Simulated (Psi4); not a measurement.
Psi4 input (wB97X-D/6-31G*):

```
memory 1500 MB

molecule {
0 2
C    -0.68217300    1.57508100   -1.22873400
Si   -0.37213500    0.11875800   -0.16135300
C    -1.93144900   -0.89231900    0.08980400
P     1.21028300   -1.26092700   -1.05497200
P     0.37433400    0.85402600    1.85724200
H    -1.56576300    1.66797400   -1.85138200
H     0.04425000    2.37046300   -1.35270800
H    -2.31850300   -1.24940000   -0.86708900
H    -2.70645500   -0.29109100    0.56875100
H    -1.73598700   -1.76217600    0.71906100
H     0.69011100   -1.23593300   -2.37678900
H     2.14270000   -0.22037700   -1.29800700
H     1.01685400   -0.36644300    2.19570400
H     1.55516100    1.43132400    1.32093300
symmetry c1
no_reorient
no_com
}

set {
  basis 6-31G*
  reference uks
  scf_type pk
  dft_radial_points 99
  dft_spherical_points 590
  e_convergence 1e-8
  d_convergence 1e-7
  maxiter 150
}

e = energy('wb97x-d')
print_out(f'\nFINAL {e:.10f} DIPOLE {variable("CURRENT DIPOLE")[0]:.6f} {variable("CURRENT DIPOLE")[1]:.6f} {variable("CURRENT DIPOLE")[2]:.6f}\n')
```

Output:

```
   => Loading Basis Set <=

    Name: 6-31G*
    Role: ORBITAL
    Keyword: BASIS
    atoms 1, 3 entry C          line   111 file 6-31gs.gbs
    atoms 2    entry SI         line   268 file 6-31gs.gbs
    atoms 4-5  entry P          line   292 file 6-31gs.gbs
    atoms 6-14 entry H          line    44 file 6-31gs.gbs

   => WB97X-D: Empirical Dispersion <=

    Chai and Head-Gordon Dispersion Correction
    Chai, J.-D.; Head-Gordon, M. (2010), J. Chem. Phys., 132: 6615-6620

        s6 =       1.000000

         ---------------------------------------------------------
                                   SCF
               by Justin Turney, Rob Parrish, Andy Simmonett
                          and Daniel G. A. Smith
                              UKS Reference
         ---------------------------------------------------------

  ==> Geometry <==

    Molecular point group: c1
    Full point group: C1

    Geometry (in Angstrom), charge = 0, multiplicity = 2:

       Center              X                  Y                   Z               Mass
    ------------   -----------------  -----------------  -----------------  -----------------
         C           -0.682173000000     1.575081000000    -1.228734000000    12.000000000000
         SI          -0.372135000000     0.118758000000    -0.161353000000    27.976926534650
         C           -1.931449000000    -0.892319000000     0.089804000000    12.000000000000
         P            1.210283000000    -1.260927000000    -1.054972000000    30.973761998420
         P            0.374334000000     0.854026000000     1.857242000000    30.973761998420
         H           -1.565763000000     1.667974000000    -1.851382000000     1.007825032230
         H            0.044250000000     2.370463000000    -1.352708000000     1.007825032230
         H           -2.318503000000    -1.249400000000    -0.867089000000     1.007825032230
         H           -2.706455000000    -0.291091000000     0.568751000000     1.007825032230
         H           -1.735987000000    -1.762176000000     0.719061000000     1.007825032230
         H            0.690111000000    -1.235933000000    -2.376789000000     1.007825032230
         H            2.142700000000    -0.220377000000    -1.298007000000     1.007825032230
         H            1.016854000000    -0.366443000000     2.195704000000     1.007825032230
         H            1.555161000000     1.431324000000     1.320933000000     1.007825032230

  Running in c1 symmetry.

  Rotational constants: A =      0.07912  B =      0.05488  C =      0.04670 [cm^-1]
  Rotational constants: A =   2371.87167  B =   1645.27491  C =   1400.11359 [MHz]
  Nuclear repulsion =  348.593985937377624

  Charge       = 0
  Multiplicity = 2
  Electrons    = 65
  Nalpha       = 33
  Nbeta        = 32

[...]
      88A      1.258156    89A      1.281980    90A      1.381933
      91A      1.729096    92A      1.813226    93A      1.826698
      94A      1.870379    95A      2.122044    96A      2.209005
      97A      2.321530    98A      2.359829    99A      2.361939
     100A      2.362638   101A      3.085446   102A      3.518334
     103A      3.527243   104A      4.230082   105A      4.281093

    Beta Occupied:

       1A    -77.221855     2A    -77.221491     3A    -66.293373
       4A    -10.301252     5A    -10.286308     6A     -6.659467
       7A     -6.659124     8A     -5.405240     9A     -4.807284
      10A     -4.806887    11A     -4.805743    12A     -4.805391
      13A     -4.802504    14A     -4.802497    15A     -3.750528
      16A     -3.749795    17A     -3.748886    18A     -0.810963
      19A     -0.757660    20A     -0.728506    21A     -0.720779
      22A     -0.558767    23A     -0.512594    24A     -0.500697
      25A     -0.497714    26A     -0.470030    27A     -0.467122
      28A     -0.419800    29A     -0.405773    30A     -0.386920
      31A     -0.339782    32A     -0.323269

    Beta Virtual:

      33A     -0.021949    34A      0.082669    35A      0.100954
      36A      0.108399    37A      0.136609    38A      0.142614
      39A      0.154247    40A      0.167965    41A      0.170820
      42A      0.214808    43A      0.236963    44A      0.238668
      45A      0.259375    46A      0.271668    47A      0.338844
      48A      0.371254    49A      0.377989    50A      0.384973
      51A      0.403468    52A      0.420153    53A      0.430609
      54A      0.444244    55A      0.460891    56A      0.499222
      57A      0.542147    58A      0.583953    59A      0.623182
      60A      0.629666    61A      0.653348    62A      0.681305
      63A      0.703748    64A      0.745778    65A      0.758754
      66A      0.769074    67A      0.782714    68A      0.794642
      69A      0.802015    70A      0.830474    71A      0.840810
      72A      0.863828    73A      0.878639    74A      0.908838
      75A      0.925322    76A      0.957731    77A      0.980736
      78A      1.006027    79A      1.013564    80A      1.020494
      81A      1.035888    82A      1.057888    83A      1.080547
      84A      1.102868    85A      1.176406    86A      1.211353
      87A      1.236550    88A      1.260470    89A      1.282927
      90A      1.381963    91A      1.789729    92A      1.819331
      93A      1.833776    94A      1.927208    95A      2.175442
      96A      2.233443    97A      2.335673    98A      2.361598
      99A      2.362915   100A      2.373792   101A      3.086389
     102A      3.519372   103A      3.528185   104A      4.273394
     105A      4.285034

    Final Occupation by Irrep:
              A
    DOCC [    32 ]
    SOCC [     1 ]
    NA   [    33 ]
    NB   [    32 ]

  @UKS Final Energy: -1053.70338489886194

   => Energetics <=

    Nuclear Repulsion Energy =            348.5939859373776244
    One-Electron Energy =               -2148.0501864917669081
    Two-Electron Energy =                 804.2511851899429303
    DFT Exchange-Correlation Energy =     -58.4916857707948665
    Empirical Dispersion Energy =          -0.0066837636206970
    VV10 Nonlocal Energy =                  0.0000000000000000
    Total Energy =                      -1053.7033848988619411

  UHF NO Occupations:
  HONO-2 :   31  A 1.9991171
  HONO-1 :   32  A 1.9989090
  HONO-0 :   33  A 1.0000000
  LUNO+0 :   34  A 0.0010910
  LUNO+1 :   35  A 0.0008829
  LUNO+2 :   36  A 0.0002964
  LUNO+3 :   37  A 0.0002560

Computation Completed

Properties will be evaluated at   0.000000,   0.000000,   0.000000 [a0]

Properties computed using the SCF density matrix

 Multipole Moments:

 ------------------------------------------------------------------------------------
     Multipole            Electronic (a.u.)      Nuclear  (a.u.)        Total (a.u.)
 ------------------------------------------------------------------------------------

 L = 1.  Multiply by 2.5417464519 to convert [e a0] to [Debye]
 Dipole X            :         -0.2798878            0.0000019           -0.2798859
 Dipole Y            :          0.2035374            0.0000189            0.2035563
 Dipole Z            :         -0.5843730            0.0000038           -0.5843692
 Magnitude           :                                                    0.6791602

 ------------------------------------------------------------------------------------

FINAL -1053.7033848989 DIPOLE -0.279886 0.203556 -0.584369

*** Psi4 exiting successfully. Buy a developer a beer!
```

The geometry given is a B3LYP-D3(BJ)/def2-TZVP minimum.
